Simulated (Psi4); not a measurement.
HClSSi (SMILES S[Si]Cl), singlet, geometry from GFN2-xTB; CCSD(T)/aug-cc-pVDZ (Psi4).

Here is a job for Psi4.
```
memory 2 GB

molecule {
0 1
  Si    0.07288990   -0.05166997    0.94297054
  Cl    1.18720283   -1.08135705   -0.42278007
  S    -1.20173488    1.09506596   -0.41025631
  H    -1.97514863    1.58539415    0.54977440
}

set basis aug-cc-pvdz
set freeze_core true

energy('ccsd(t)')
print_variables()
```

Q: Write the output that Psi4 gives for this input, abridged.

A: 
```
   => Loading Basis Set <=

    Name: AUG-CC-PVDZ
    Role: ORBITAL
    Keyword: BASIS

         ---------------------------------------------------------
                                   SCF
               by Justin Turney, Rob Parrish, Andy Simmonett
                          and Daniel G. A. Smith
                              RHF Reference
         ---------------------------------------------------------

  ==> Geometry <==

    Molecular point group: c1
    Full point group: C1

    Geometry (in Angstrom), charge = 0, multiplicity = 1:

       Center              X                  Y                   Z               Mass
    ------------   -----------------  -----------------  -----------------  -----------------
         SI           0.040137470771    -0.024043835526     0.953034414966    27.976926534650
         CL           1.154450400771    -1.053730915526    -0.412716195034    34.968852682000
         S           -1.234487309229     1.122692094474    -0.400192435034    31.972071174400
         H           -2.007901059229     1.613020284474     0.559838274966     1.007825032230

  Running in c1 symmetry.

  Rotational constants: A =      0.45788  B =      0.09303  C =      0.07734 [cm^-1]
  Rotational constants: A =  13726.96664  B =   2788.83170  C =   2318.47158 [MHz]
  Nuclear repulsion =  171.795954704074404

  Charge       = 0
  Multiplicity = 1
  Electrons    = 48
  Nalpha       = 24
  Nbeta        = 24

  ==> Algorithm <==

  SCF Algorithm Type is PK.
  DIIS enabled.
  MOM disabled.
  Fractional occupation disabled.
  Guess Type is SAD.
  Energy threshold   = 1.00e-08
  Density threshold  = 1.00e-08
  Integral threshold = 1.00e-12

  ==> Primary Basis <==

  Basis Set: AUG-CC-PVDZ
    Blend: AUG-CC-PVDZ
    Number of shells: 38
    Number of basis functions: 90
    Number of Cartesian functions: 96
    Spherical Harmonics?: true
    Max angular momentum: 2

  ==> Integral Setup <==

  Using in-core PK algorithm.
   Calculation information:
      Number of atoms:                   4
      Number of AO shells:              38
      Number of primitives:            166
      Number of atomic orbitals:        96
      Number of basis functions:        90

      Integral cutoff                 1.00e-12
      Number of threads:                 1

  Performing in-core PK
  Using 16773120 doubles for integral storage.
  We computed 272350 shell quartets total.
  Whereas there are 274911 unique shell quartets.

  ==> DiskJK: Disk-Based J/K Matrices <==

    J tasked:                  Yes
    K tasked:                  Yes
    wK tasked:                  No
    Schwarz Cutoff:          1E-12

  Minimum eigenvalue in the overlap matrix is 9.0324089976E-04.
  Reciprocal condition number of the overlap matrix is 1.4663648539E-04.
    Using symmetric orthogonalization.

  ==> Pre-Iterations <==

  SCF Guess: Superposition of Atomic Densities via on-the-fly atomic UHF (no occupation information).

   -------------------------
    Irrep   Nso     Nmo
   -------------------------
     A         90      90
   -------------------------
    Total      90      90
   -------------------------

  ==> Iterations <==

                        Total Energy        Delta E     RMS |[F,P]|

   @RHF iter SAD: -1146.15713648140127   -1.14616e+03   0.00000e+00
   @RHF iter   1: -1146.57191102922343   -4.14775e-01   2.27831e-03 DIIS/ADIIS
   @RHF iter   2: -1146.60171820702180   -2.98072e-02   8.92823e-04 DIIS/ADIIS
   @RHF iter   3: -1146.60659198550206   -4.87378e-03   2.40752e-04 DIIS/ADIIS
   @RHF iter   4: -1146.60730409426242   -7.12109e-04   6.22812e-05 DIIS
   @RHF iter   5: -1146.60736595396133   -6.18597e-05   2.13907e-05 DIIS
   @RHF iter   6: -1146.60737375129793   -7.79734e-06   6.68561e-06 DIIS
   @RHF iter   7: -1146.60737472520782   -9.73910e-07   2.25706e-06 DIIS
   @RHF iter   8: -1146.60737484212450   -1.16917e-07   7.03836e-07 DIIS
   @RHF iter   9: -1146.60737485422987   -1.21054e-08   2.00844e-07 DIIS
   @RHF iter  10: -1146.60737485507320   -8.43329e-10   6.40791e-08 DIIS
   @RHF iter  11: -1146.60737485515460   -8.13998e-11   1.69778e-08 DIIS
   @RHF iter  12: -1146.60737485516097   -6.36646e-12   5.72999e-09 DIIS
  Energy and wave function converged.

  ==> Post-Iterations <==

    Orbital Energies [Eh]
    ---------------------

    Doubly Occupied:

[...]
    Virtual:

[...]
    Final Occupation by Irrep:
              A
    DOCC [    24 ]
    NA   [    24 ]
    NB   [    24 ]

  @RHF Final Energy: -1146.60737485516097

   => Energetics <=

    Nuclear Repulsion Energy =            171.7959547040744042
    One-Electron Energy =               -1928.8023112347775623
    Two-Electron Energy =                 610.3989816755422453
    Total Energy =                      -1146.6073748551609697

Computation Completed

Properties will be evaluated at   0.000000,   0.000000,   0.000000 [a0]

Properties computed using the SCF density matrix

 Multipole Moments:

 ------------------------------------------------------------------------------------
     Multipole            Electronic (a.u.)      Nuclear  (a.u.)        Total (a.u.)
 ------------------------------------------------------------------------------------

 L = 1.  Multiply by 2.5417464519 to convert [e a0] to [Debye]
 Dipole X            :          2.7149365           -2.9708698           -0.2559333
 Dipole Y            :         -2.3115360            2.5058799            0.1943439
 Dipole Z            :         -0.4264206            0.9128621            0.4864415
 Magnitude           :                                                    0.5830066

 ------------------------------------------------------------------------------------

 MINTS: Wrapper to libmints.
   by Justin Turney

   Calculation information:
      Number of threads:                 1
      Number of atoms:                   4
      Number of AO shells:              38
      Number of SO shells:              38
      Number of primitives:            166
[...]
	One-electron energy          =    -95.20288012288877
	Two-electron energy          =     42.03626844526692
	Reference energy             =  -1146.60737485515892

            **************************
            *                        *
            *        CCENERGY        *
            *                        *
            **************************

    Nuclear Rep. energy (wfn)     =  171.795954704074404
    SCF energy          (wfn)     = -1146.607374855160970
    Reference energy    (file100) = -1146.607374855158923

    Input parameters:
    -----------------
    Wave function   =     CCSD_T
    Reference wfn   =     RHF
    Brueckner       =     No
    Maxiter         =     50
    R_Convergence   =     1.0e-07
    E_Convergence   =     1.0e-06
    Restart         =     Yes
    DIIS            =     Yes
    AO Basis        =     NONE
    ABCD            =     NEW
    Cache Level     =     2
    Cache Type      =     LOW
    Print Level     =     1
    Num. of threads =     1
    # Amps to Print =     10
    Print MP2 Amps? =     No
    Analyze T2 Amps =     No
    Print Pair Ener =     No
    Local CC        =     No
    SCS-MP2         =     False
    SCSN-MP2        =     False
    SCS-CCSD        =     False

MP2 correlation energy -0.3709931569442436
                Solving CC Amplitude Equations
                ------------------------------
  Iter             Energy              RMS        T1Diag      D1Diag    New D1Diag    D2Diag
  ----     ---------------------    ---------   ----------  ----------  ----------   --------
     0        -0.370993156944244    0.000e+00    0.000000    0.000000    0.000000    0.149650
     1        -0.395967654903611    7.462e-02    0.010145    0.029385    0.029385    0.182385
     2        -0.406821475279161    2.693e-02    0.011918    0.033336    0.033336    0.200006
     3        -0.408824598995483    1.182e-02    0.014196    0.041333    0.041333    0.206864
     4        -0.408735571673717    3.610e-03    0.014951    0.044031    0.044031    0.208728
     5        -0.408732091540124    1.341e-03    0.015236    0.045284    0.045284    0.209077
     6        -0.408728527704385    5.205e-04    0.015346    0.045778    0.045778    0.209050
     7        -0.408728781873838    1.990e-04    0.015377    0.045943    0.045943    0.208998
     8        -0.408730988902391    7.830e-05    0.015388    0.046006    0.046006    0.208977
     9        -0.408730961800488    3.155e-05    0.015391    0.046027    0.046027    0.208969
    10        -0.408730594270301    1.245e-05    0.015391    0.046034    0.046034    0.208966
    11        -0.408730719681642    4.643e-06    0.015391    0.046035    0.046035    0.208965
    12        -0.408730753140578    1.625e-06    0.015392    0.046036    0.046036    0.208966
    13        -0.408730815761252    6.151e-07    0.015391    0.046036    0.046036    0.208966
    14        -0.408730827704702    2.356e-07    0.015391    0.046036    0.046036    0.208966
    15        -0.408730826874749    8.921e-08    0.015391    0.046036    0.046036    0.208966

    Iterations converged.

    Largest TIA Amplitudes:
              7   0        -0.0296674872
              5   0        -0.0280012034
              4   7        -0.0131351110
              8  10         0.0107602190
              7   4         0.0104296996
              5   4         0.0104002167
              8   3        -0.0096531099
              2  12         0.0091621054
              8  13         0.0090101680
              8  12         0.0088924104

    Largest TIjAb Amplitudes:
      8   8   0   0        -0.0658965322
      7   7   0   0        -0.0299138990
      8   8   7   7        -0.0277918036
      8   8   0   4         0.0275630727
      8   8   4   0         0.0275630727
      2   8   0   0        -0.0251851456
      8   2   0   0        -0.0251851456
      8   8  10  10        -0.0199250196
      5   5   0   0        -0.0193921659
      7   7  43  43        -0.0191751116

    SCF energy       (wfn)                    = -1146.607374855160970
    Reference energy (file100)                = -1146.607374855158923

    Opposite-spin MP2 correlation energy      =   -0.276274977135339
    Same-spin MP2 correlation energy          =   -0.094718179808904
    Singles MP2 correlation energy            =   -0.000000000000000
    MP2 correlation energy                    =   -0.370993156944244
      * MP2 total energy                      = -1146.978368012103147

    Opposite-spin CCSD correlation energy     =   -0.318894309421513
    Same-spin CCSD correlation energy         =   -0.089836517453236
    Singles CCSD correlation energy           =    0.000000000000000
    CCSD correlation energy                   =   -0.408730826874749
      * CCSD total energy                     = -1147.016105682033640

            **************************
            *                        *
            *        CCTRIPLES       *
            *                        *
            **************************

    Wave function   =    CCSD_T
    Reference wfn   =      RHF

    Nuclear Rep. energy (wfn)                =  171.795954704074404
    SCF energy          (wfn)                = -1146.607374855160970
    Reference energy    (file100)            = -1146.607374855158923
    CCSD energy         (file100)            =   -0.408730826874749
    Total CCSD energy   (file100)            = -1147.016105682033640

    Number of ijk index combinations:              165
    Approx. words needed per explicit thread:         1149984
    Number of threads for explicit ijk threading:    1

    MKL num_threads set to 1 for explicit threading.

    (T) energy                                =   -0.015155646703143
      * CCSD(T) total energy                  = -1147.031261328736718

  Variable Map:
  ----------------------------------------------------------------------------
[...]
  Array Variable Map:
  ----------------------------------------------------------------------------
[...]
[...]
```
